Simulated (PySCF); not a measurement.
## CH5BrSi: core ionisation energies

Species: SiH2MeBr, CH5BrSi.
Structure used (PBE0-D3(BJ)/def2-SVP), in Å, numbered top down from 1:
```
atom  x, y, z in Å
Si1    0.4670   -0.6469    0.3047
H2     0.4050   -0.8203    1.7843
H3     1.8913   -0.6455   -0.1352
C4    -0.4270    0.8961   -0.2472
H5     0.0490    1.7877    0.1918
H6    -1.4797    0.8693    0.0714
H7    -0.3971    0.9878   -1.3431
Br8   -0.5085   -2.4282   -0.6266
```

Level of theory: delta-SCF UKS SCAN, pcX-2 on the ionised atom, pcseg-1 elsewhere, spin-free X2C (PySCF). Each binding energy is the total energy of the core-ionised species, with the hole localised on one atom, minus that of the ground state; both are solved self-consistently, so orbital relaxation is included.

List the computed XPS lines with their assignment.

| atom(s) | environment | level | binding energy (eV) | 2p1/2 (eV) | count |
| --- | --- | --- | --- | --- | --- |
| Si1 | silicon bonded to Br, C and 2 H | Si 2p3/2 | 107.58 | 108.20 | 1 |
| C4 | carbon bonded to Si and 3 H | C 1s | 290.66 | – | 1 |
| Si1 | silicon bonded to Br, C and 2 H | Si 1s | 1847.44 | – | 1 |

Express the binding energy of Si 2p3/2 of Si1 in atomic units and per mole.

107.58 eV = 3.9535 Eh = 10380 kJ/mol.

Which effective nuclear charge Zeff reproduces each element's mean 1s value in the hydrogen-like formula E = 13.606 eV × Zeff²?

C (Z = 6): mean 290.7 eV, Zeff = 4.62, Z − Zeff = 1.38; Si (Z = 14): mean 1847.4 eV, Zeff = 11.65, Z − Zeff = 2.35. Means run over the listed sites, weighted by atom count.

2p3/2 and 2p1/2 are the ΔSCF energy of one spin-free 2p hole plus the eigenvalues of a spin–orbit and ligand-field matrix of the shell. 2p1/2 minus 2p3/2 (ligand field included): Si 0.63 eV. No level of bromine is listed. Isolated species at its PBE0-D3(BJ)/def2-SVP geometry, gas phase.
